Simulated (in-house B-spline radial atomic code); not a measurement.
Orbital energies and mean radii along the 33-electron series, configuration [Ar] 3d10 4s2 4p3. The effective charge is n√(-2ε), a non-relativistic measure. Computed with an all-electron radial atomic-structure program (B-spline basis): non-relativistic Hartree-Fock, average of the configuration, point nuclei.

This level leaves out relativity, spin-orbit splitting included, which matters for heavy ions.

```json
{"ion": "As", "Z": "33", "energy of 3s (Eh)": "-8.0446", "mean radius of 3s (bohr)": "0.60595", "energy of 2s (Eh)": "-56.325", "mean radius of 2s (bohr)": "0.20596", "energy of 3p (Eh)": "-5.8955", "mean radius of 3p (bohr)": "0.62038", "energy of 4s (Eh)": "-0.69514", "mean radius of 4s (bohr)": "2.0253", "effective charge of 3s": "12.033"}
{"ion": "Se+", "Z": "34", "energy of 3s (Eh)": "-9.3225", "mean radius of 3s (bohr)": "0.58143", "energy of 2s (Eh)": "-61.061", "mean radius of 2s (bohr)": "0.19933", "energy of 3p (Eh)": "-7.0503", "mean radius of 3p (bohr)": "0.59236", "energy of 4s (Eh)": "-1.1737", "mean radius of 4s (bohr)": "1.8076", "effective charge of 3s": "12.954"}
{"ion": "Br2+", "Z": "35", "energy of 3s (Eh)": "-10.756", "mean radius of 3s (bohr)": "0.55859", "energy of 2s (Eh)": "-66.091", "mean radius of 2s (bohr)": "0.1931", "energy of 3p (Eh)": "-8.3584", "mean radius of 3p (bohr)": "0.56652", "energy of 4s (Eh)": "-1.7422", "mean radius of 4s (bohr)": "1.6408", "effective charge of 3s": "13.914"}
{"ion": "Kr3+", "Z": "36", "energy of 3s (Eh)": "?", "mean radius of 3s (bohr)": "?", "energy of 2s (Eh)": "?", "mean radius of 2s (bohr)": "?", "energy of 3p (Eh)": "?", "mean radius of 3p (bohr)": "?", "energy of 4s (Eh)": "?", "mean radius of 4s (bohr)": "?", "effective charge of 3s": "?"}
{"ion": "Rb4+", "Z": "37", "energy of 3s (Eh)": "-14.035", "mean radius of 3s (bohr)": "0.51746", "energy of 2s (Eh)": "-76.983", "mean radius of 2s (bohr)": "0.18172", "energy of 3p (Eh)": "-11.382", "mean radius of 3p (bohr)": "0.52061", "energy of 4s (Eh)": "-3.1144", "mean radius of 4s (bohr)": "1.399", "effective charge of 3s": "15.894"}
{"ion": "Sr5+", "Z": "38", "energy of 3s (Eh)": "-15.867", "mean radius of 3s (bohr)": "0.49893", "energy of 2s (Eh)": "-82.832", "mean radius of 2s (bohr)": "0.17651", "energy of 3p (Eh)": "-13.085", "mean radius of 3p (bohr)": "0.50019", "energy of 4s (Eh)": "-3.9098", "mean radius of 4s (bohr)": "1.3072", "effective charge of 3s": "16.9"}
{"ion": "Zr7+", "Z": "40", "energy of 3s (Eh)": "?", "mean radius of 3s (bohr)": "?", "energy of 2s (Eh)": "?", "mean radius of 2s (bohr)": "?", "energy of 3p (Eh)": "?", "mean radius of 3p (bohr)": "?", "energy of 4s (Eh)": "?", "mean radius of 4s (bohr)": "?", "effective charge of 3s": "?"}
{"ion": "Nb8+", "Z": "41", "energy of 3s (Eh)": "?", "mean radius of 3s (bohr)": "?", "energy of 2s (Eh)": "?", "mean radius of 2s (bohr)": "?", "energy of 3p (Eh)": "?", "mean radius of 3p (bohr)": "?", "energy of 4s (Eh)": "?", "mean radius of 4s (bohr)": "?", "effective charge of 3s": "?"}
{"ion": "Mo9+", "Z": "42", "energy of 3s (Eh)": "-24.412", "mean radius of 3s (bohr)": "0.43589", "energy of 2s (Eh)": "-108.85", "mean radius of 2s (bohr)": "0.1583", "energy of 3p (Eh)": "-21.103", "mean radius of 3p (bohr)": "0.43189", "energy of 4s (Eh)": "-7.7779", "mean radius of 4s (bohr)": "1.0458", "effective charge of 3s": "20.962"}
{"ion": "Tc10+", "Z": "43", "energy of 3s (Eh)": "-26.843", "mean radius of 3s (bohr)": "0.42245", "energy of 2s (Eh)": "-116", "mean radius of 2s (bohr)": "0.15431", "energy of 3p (Eh)": "-23.402", "mean radius of 3p (bohr)": "0.41756", "energy of 4s (Eh)": "-8.9117", "mean radius of 4s (bohr)": "0.99753", "effective charge of 3s": "21.981"}
```

Problem. Fill in the row of Kr3+.

Solution. energy of 3s (Eh): -12.329; mean radius of 3s (bohr): 0.53731; energy of 2s (Eh): -71.401; mean radius of 2s (bohr): 0.18724; energy of 3p (Eh): -9.8051; mean radius of 3p (bohr): 0.54267; energy of 4s (Eh): -2.3908; mean radius of 4s (bohr): 1.508; effective charge of 3s: 14.897.

Problem. Fill in the row of Zr7+.

Solution. energy of 3s (Eh): -19.901; mean radius of 3s (bohr): 0.46538; energy of 2s (Eh): -95.32; mean radius of 2s (bohr): 0.16692; energy of 3p (Eh): -16.857; mean radius of 3p (bohr): 0.46362; energy of 4s (Eh): -5.7088; mean radius of 4s (bohr): 1.1599; effective charge of 3s: 18.926.

Problem. Fill in the row of Nb8+.

Solution. energy of 3s (Eh): -22.097; mean radius of 3s (bohr): 0.45017; energy of 2s (Eh): -101.95; mean radius of 2s (bohr): 0.1625; energy of 3p (Eh): -18.921; mean radius of 3p (bohr): 0.44721; energy of 4s (Eh): -6.71; mean radius of 4s (bohr): 1.0995; effective charge of 3s: 19.944.

Problem. How does the screening of 3s change?

Solution. Z less the effective charge goes from 20.97 at Z = 33 to 21.02 at Z = 43.
